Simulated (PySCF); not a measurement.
## Correlation energy of N (nitrogen, neutral)

[He] 2s1 2p3 3s1, high-spin 6S determinant (an excited configuration). Calculation: PySCF 2.14, in aug-cc-pVTZ with one added diffuse shell each of s, p, d, f type (6s5p4d3f, 62 functions); the non-relativistic Hamiltonian (point nucleus). Frozen: 1s2; 5 electrons correlated.

MP2 pair energies summed by pair of shells (mhartree):

```csv
pair,energy,share (%)
2p-2p,-22.35,72.0
2s-2p,-5.05,16.3
2p-3s,-3.45,11.1
2s-3s,-0.21,0.7
```

Total MP2 correlation energy: -31.05 mhartree.

Same-spin part -31.05 and opposite-spin part 0.00 mhartree; SCS-MP2 scales them by 1/3 and 6/5 to -10.35 mhartree.
